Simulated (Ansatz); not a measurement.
## Molecular dynamics of Cl₂FHSi

input.yaml

```yaml
crystal:
  periodic: [false, false, false]
  atoms:
    - { symbol: Si, position_ang: [-0.003212, -0.018028, 0.058232] }
    - { symbol: Cl, position_ang: [-0.022417, 0.000561, 2.147625] }
    - { symbol: Cl, position_ang: [2.060115, -0.002792, -0.755044] }
    - { symbol: F, position_ang: [-0.772876, 1.37736, -0.548401] }
    - { symbol: H, position_ang: [-0.649765, -1.297529, -0.424657] }
basis:
  gaussian: { orbitals: "6-31G" }
hamiltonian:
  xc: pbe0
  dispersion: d4
md:
  timestep: 0.5
  n_steps: 150
  ensemble: nvt_langevin
  temperature: 400.0
  initial_velocities: maxwell_boltzmann
  seed: 763476
  friction: 0.001
  masses: [{ species: H, mass: 2.014 }]
```

Run as:

```bash
$ ansatz run input.yaml --threads 1 --pin off --max-ram 2048MiB --backend cpu --events-out ev --progress --plain --runs-dir out
```

It goes on from the last frame of an earlier run, with new velocities.

Output, in part (one step line in 6, the closing report, with atoms numbered from 0):

```
md step     0: t =     0.00 fs  T =   320.0 K  F+E_penalty+E_count = -35641.38542189 eV  E_kin = 0.206816 eV  (22 SCF iters)
md step     6: t =     3.00 fs  T =   295.2 K  F+E_penalty+E_count = -35641.38004955 eV  E_kin = 0.190764 eV  (22 SCF iters)
md step    12: t =     6.00 fs  T =   228.1 K  F+E_penalty+E_count = -35641.35187616 eV  E_kin = 0.147441 eV  (20 SCF iters)
md step    18: t =     9.00 fs  T =   262.0 K  F+E_penalty+E_count = -35641.37413844 eV  E_kin = 0.169348 eV  (21 SCF iters)
md step    24: t =    12.00 fs  T =   276.8 K  F+E_penalty+E_count = -35641.38555936 eV  E_kin = 0.178885 eV  (22 SCF iters)
md step    30: t =    15.00 fs  T =   241.9 K  F+E_penalty+E_count = -35641.36394848 eV  E_kin = 0.156317 eV  (21 SCF iters)
md step    36: t =    18.00 fs  T =   241.2 K  F+E_penalty+E_count = -35641.35381429 eV  E_kin = 0.155866 eV  (21 SCF iters)
md step    42: t =    21.00 fs  T =   225.9 K  F+E_penalty+E_count = -35641.35650570 eV  E_kin = 0.146014 eV  (23 SCF iters)
md step    48: t =    24.00 fs  T =   191.5 K  F+E_penalty+E_count = -35641.33500454 eV  E_kin = 0.123740 eV  (21 SCF iters)
md step    54: t =    27.00 fs  T =   153.6 K  F+E_penalty+E_count = -35641.30853388 eV  E_kin = 0.099298 eV  (20 SCF iters)
md step    60: t =    30.00 fs  T =   153.1 K  F+E_penalty+E_count = -35641.32189538 eV  E_kin = 0.098964 eV  (20 SCF iters)
md step    66: t =    33.00 fs  T =   197.7 K  F+E_penalty+E_count = -35641.33540506 eV  E_kin = 0.127761 eV  (21 SCF iters)
md step    72: t =    36.00 fs  T =   199.1 K  F+E_penalty+E_count = -35641.34014644 eV  E_kin = 0.128670 eV  (20 SCF iters)
md step    78: t =    39.00 fs  T =   238.7 K  F+E_penalty+E_count = -35641.36218951 eV  E_kin = 0.154303 eV  (20 SCF iters)
md step    84: t =    42.00 fs  T =   293.1 K  F+E_penalty+E_count = -35641.38448920 eV  E_kin = 0.189462 eV  (21 SCF iters)
md step    90: t =    45.00 fs  T =   273.5 K  F+E_penalty+E_count = -35641.37119918 eV  E_kin = 0.176791 eV  (20 SCF iters)
md step    96: t =    48.00 fs  T =   259.1 K  F+E_penalty+E_count = -35641.36053997 eV  E_kin = 0.167473 eV  (21 SCF iters)
md step   102: t =    51.00 fs  T =   266.2 K  F+E_penalty+E_count = -35641.35872790 eV  E_kin = 0.172029 eV  (21 SCF iters)
md step   108: t =    54.00 fs  T =   219.2 K  F+E_penalty+E_count = -35641.32966052 eV  E_kin = 0.141638 eV  (23 SCF iters)
md step   114: t =    57.00 fs  T =   182.6 K  F+E_penalty+E_count = -35641.30592566 eV  E_kin = 0.118019 eV  (21 SCF iters)
md step   120: t =    60.00 fs  T =   198.4 K  F+E_penalty+E_count = -35641.31172653 eV  E_kin = 0.128255 eV  (22 SCF iters)
md step   126: t =    63.00 fs  T =   195.1 K  F+E_penalty+E_count = -35641.31898727 eV  E_kin = 0.126067 eV  (22 SCF iters)
md step   132: t =    66.00 fs  T =   208.7 K  F+E_penalty+E_count = -35641.32924759 eV  E_kin = 0.134876 eV  (21 SCF iters)
md step   138: t =    69.00 fs  T =   301.1 K  F+E_penalty+E_count = -35641.37052582 eV  E_kin = 0.194602 eV  (21 SCF iters)
md step   144: t =    72.00 fs  T =   351.5 K  F+E_penalty+E_count = -35641.41291657 eV  E_kin = 0.227178 eV  (21 SCF iters)
md step   150: t =    75.00 fs  T =   380.9 K  F+E_penalty+E_count = -35641.43086728 eV  E_kin = 0.246189 eV  (22 SCF iters)
Total energy: -35641.43089102 eV, -1309.7984266154 hartree
Atom 0 at    -0.003006     0.076453    -0.061526 Å, force     0.213093    -0.170712    -0.077157 eV/Å
Atom 1 at    -0.003013    -0.110935     2.067362 Å, force    -0.084969    -0.118286     0.082953 eV/Å
Atom 2 at     2.065277     0.188536    -0.685097 Å, force    -0.352143    -0.023875    -0.041232 eV/Å
Atom 3 at    -0.718721     1.577987    -0.358275 Å, force     0.010712    -0.370692    -0.193237 eV/Å
Atom 4 at    -0.699765    -1.109090    -0.726412 Å, force     0.213307     0.683565     0.228673 eV/Å
Dipole moment:    -0.270322    -0.421122    -0.258240 e Å
```

All steps were run. The mean temperature of the second half is 36 % below the set value. A run of 0.075 ps of so small a system gives no equilibrium averages. Limits of this set-up: no polarisation functions.

The same pairs are bonded in the first frame and the last. Pairs count as bonded within 1.25 times the sum of covalent radii (0.12 Å more for H–H).

Last frame:

```xyz
5
Properties=species:S:1:pos:R:3
Si -0.003 0.076 -0.061
Cl -0.003 -0.111 2.067
Cl 2.065 0.189 -0.685
F -0.719 1.578 -0.358
H -0.700 -1.109 -0.726
```

Time of the run: 4.6 min on 1 thread of Arm Neoverse V1 (shared host), peak memory 0.11 GiB.
